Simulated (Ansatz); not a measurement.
Correlation energies of C2H7AlBFO by basis set

```xyz
13

B     0.673    0.398    1.536
C     0.935   -1.073    1.180
F    -0.029   -1.908    0.720
O     1.372   -0.134    0.182
Al    0.098    0.843   -0.680
C    -1.373   -0.032   -1.585
H    -0.452    0.809    1.187
H     1.306    1.096    2.260
H     1.780   -1.654    1.540
H     0.689    2.272   -0.989
H    -1.045   -0.413   -2.559
H    -2.188    0.671   -1.777
H    -1.767   -0.876   -1.016
```

Total charge 0; spin multiplicity 1. The bonds changed during the relaxation, so this is another structure than the one it started from. Geometry: relaxed with PBE0-D4/def2-TZVP. It is one conformer, not always the lowest. Frozen core, restricted reference, Ansatz 0.2.0. CBS rows extrapolate triple and quadruple zeta; past MP2 they add the triple-zeta difference.

```
     basis     HF (Eh)  MP2 corr.  CCSD corr.    (T)  CCSD(T) total
def2-TZVPP  -520.85591          ?           ?      ?              ?
def2-QZVPP  -520.87599          ?           –      –              –
 CBS(def2)  -520.87875   -1.16093    -1.20253  as TZ     -522.12135
```

(1) Fill in the withheld values. (Best estimate.)

## Answers

(1) Computed: def2-TZVPP MP2 corr.: -1.02581; def2-TZVPP CCSD corr.: -1.06741; def2-TZVPP (T): -0.04007; def2-TZVPP CCSD(T) total: -521.96339; def2-QZVPP MP2 corr.: -1.10343.
